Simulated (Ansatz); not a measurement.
A nudged elastic band was laid between two geometries of Cl$_{3}$FH$_{4}$SiZr (10 atoms, charge 0, multiplicity 1).

These are results of RKS LDA/def2-SVP (Ansatz 0.2.0), not measurements.

```yaml
movable_images: 7
climbing_image: yes
spring: 5.0 eV/Å²
optimiser: quadratic models (default)
start_path: through a guess of the saddle point
force_threshold: 0.05 eV/Å
iteration_limit: 60
end_points: relaxed
```

Image 0:

```xyz
10
Properties=species:S:1:pos:R:3
Zr 0.000 0.148 0.177
Cl -0.757 0.641 2.317
Cl 2.282 0.496 -0.163
F -0.771 1.515 -0.848
Cl -0.928 -1.767 -0.790
Si 1.647 -2.665 1.227
H 0.775 -3.846 1.541
H 2.037 -2.633 -0.218
H 2.857 -2.612 2.117
H 0.830 -1.433 1.599
```

Image 8:

```xyz
10
Properties=species:S:1:pos:R:3
Zr 0.232 0.210 0.121
Cl 0.647 0.901 2.313
Cl 1.669 1.494 -1.185
F -1.629 0.415 -0.066
Cl 0.280 -1.793 -1.518
Si 1.007 -2.295 0.583
H 0.102 -3.441 0.958
H 2.374 -2.868 0.307
H 1.758 -2.769 2.775
H 1.533 -2.011 2.669
```

Which bonds break or form, and what moves?

Bonds broken: Zr1–H10, Si6–H9, Si6–H10. Bonds formed: Cl5–Si6, H9–H10. Cl3FH4SiZr becomes Cl3FH2SiZr + H2.

Give the energies along the band, and the barrier.

It converged. The highest image is number 4 of 0 to 8, 1.71 eV above the first end and 0.49 eV above the last; the last end lies 1.22 eV above the first. Neighbouring images differ by up to 1.3 eV, so the band resolves the path poorly. A vibrational analysis at the climbing image gives one clearly imaginary mode, 883i cm⁻¹, and a faint second one (29i cm⁻¹) that may be numerical noise or a soft torsion: probably a first-order saddle point. The orbitals stay closed-shell, which can raise the energy where a bond breaks towards radicals; this wasn't checked here.

```json
{"image": "0", "path coordinate (Å)": "0.00", "energy (eV)": "0.00", "Zr1–H10 (Å)": "2.28", "Si6–H9 (Å)": "1.50", "Si6–H10 (Å)": "1.52"}
{"image": "1", "path coordinate (Å)": "0.89", "energy (eV)": "0.02", "Zr1–H10 (Å)": "2.31", "Si6–H9 (Å)": "1.50", "Si6–H10 (Å)": "1.52"}
{"image": "2", "path coordinate (Å)": "1.77", "energy (eV)": "0.07", "Zr1–H10 (Å)": "2.31", "Si6–H9 (Å)": "1.50", "Si6–H10 (Å)": "1.52"}
{"image": "3", "path coordinate (Å)": "2.66", "energy (eV)": "0.36", "Zr1–H10 (Å)": "2.21", "Si6–H9 (Å)": "1.49", "Si6–H10 (Å)": "1.50"}
{"image": "4", "path coordinate (Å)": "3.55", "energy (eV)": "1.71", "Zr1–H10 (Å)": "2.65", "Si6–H9 (Å)": "1.64", "Si6–H10 (Å)": "1.57"}
{"image": "5", "path coordinate (Å)": "4.75", "energy (eV)": "1.55", "Zr1–H10 (Å)": "3.21", "Si6–H9 (Å)": "1.79", "Si6–H10 (Å)": "1.74"}
{"image": "6", "path coordinate (Å)": "5.95", "energy (eV)": "1.50", "Zr1–H10 (Å)": "3.50", "Si6–H9 (Å)": "1.93", "Si6–H10 (Å)": "1.80"}
{"image": "7", "path coordinate (Å)": "7.15", "energy (eV)": "1.26", "Zr1–H10 (Å)": "3.65", "Si6–H9 (Å)": "2.32", "Si6–H10 (Å)": "2.12"}
{"image": "8", "path coordinate (Å)": "8.35", "energy (eV)": "1.22", "Zr1–H10 (Å)": "3.62", "Si6–H9 (Å)": "2.37", "Si6–H10 (Å)": "2.17"}
```

What is the geometry of the highest image?


```xyz
10
Properties=species:S:1:pos:R:3:forces:R:3
Zr 0.071 0.007 0.019 -0.02 -0.01 -0.01
Cl -0.076 0.429 2.339 0.00 0.01 0.01
Cl 2.127 0.373 -1.024 0.00 -0.01 0.01
F -0.855 1.529 -0.597 0.01 -0.01 0.00
Cl -1.322 -1.655 -0.846 -0.01 0.01 -0.01
Si 1.557 -2.489 0.832 0.01 0.01 0.00
H 0.884 -3.826 0.904 0.00 0.00 -0.01
H 3.054 -2.537 0.905 0.00 -0.01 0.00
H 1.527 -2.440 2.471 0.00 0.00 -0.01
H 1.005 -1.545 1.954 -0.01 0.01 0.01
```

The run took 3.2 min on 4 threads of Arm Neoverse V1, with other jobs on the host, peak memory 0.22 GiB.
